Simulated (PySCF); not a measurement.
**BF3: from structure and modes to constants**

These are results of PBE0 in PySCF with B def2-TZVP, F def2-TZVP; no relativity; density-fitted integrals, not measurements.

The singlet minimum has D3h symmetry. Masses (u): B 11.00930, F 18.99840.

```xyz
4
charge 0 multiplicity 1, angstrom
B     0.0000    0.0000    0.0000
F     1.3112    0.0000    0.0000
F    -0.6556    1.1355    0.0000
F    -0.6556   -1.1355    0.0000
```

Harmonic wavenumbers (cm⁻¹): 474.9 (e', ×2), 685.8 (a2'', ×1), 897.2 (a1', ×1), 1478.1 (e', ×2).

Problem. What is the harmonic zero-point energy?

Solution. Half the sum of all 6 wavenumbers, 5489/2 = 2744 cm⁻¹, which is 32.8 kJ/mol (1 cm⁻¹ = 0.0119627 kJ/mol).

Problem. Give the standard entropy (298.15 K, 1 bar) by its translational, rotational, vibrational and spin parts, and Cp.

Solution. Sackur–Tetrode with M = 68.00 u gives 161.5; rotation with symmetry number 6 gives 85.0; vibration 8.1; spin R ln 1 = 0.0. The total is 254.6 J/(mol K), and Cp = 4 R + 17.3 = 50.6 J/(mol K).
